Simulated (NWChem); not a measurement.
Molecule: C3H4BF2N; SMILES C1C=C(B(N1)F)F

```xyz
11

F      2.1546     0.2130     0.0000
B      0.8689    -0.1296     0.0000
N      0.3730    -1.4417     0.0000
C     -1.0719    -1.4582     0.0000
C     -1.4843    -0.0178     0.0000
C     -0.4048     0.7807     0.0000
F     -0.4429     2.1079     0.0000
H      0.8884    -2.3100     0.0000
H     -1.4766    -1.9818    -0.8869
H     -1.4766    -1.9818     0.8869
H     -2.5297     0.2974     0.0000
```
Atoms are numbered in this order, from 1.

Computed with NWChem. Medium grid unless said otherwise, to which SCAN and Minnesota functionals are sensitive. Geometry: optimised at PBE0/def2-SVP. Total energies of different functionals are on different scales.

| level | energy (Ha) | highest occupied level (eV) | orbital gap (eV) | dipole (D) |
|---|---|---|---|---|
| PBE/def2-SVP | -395.3593 | -5.94 | 4.76 | 3.37 |
| B3LYP/def2-SVP | -395.8018 | -6.98 | 6.48 | 3.50 |
| LDA (Slater exchange, VWN5)/def2-SVP | -392.7675 | -6.12 | 4.75 | 3.55 |
| PBE0/def2-SVP | -395.3799 | -7.28 | 6.95 | 3.59 |
| TPSSh/def2-SVP | -395.8089 | -6.52 | 5.79 | 3.49 |
| r2SCAN/def2-SVP | -395.5969 | -6.26 | 5.18 | 3.53 |
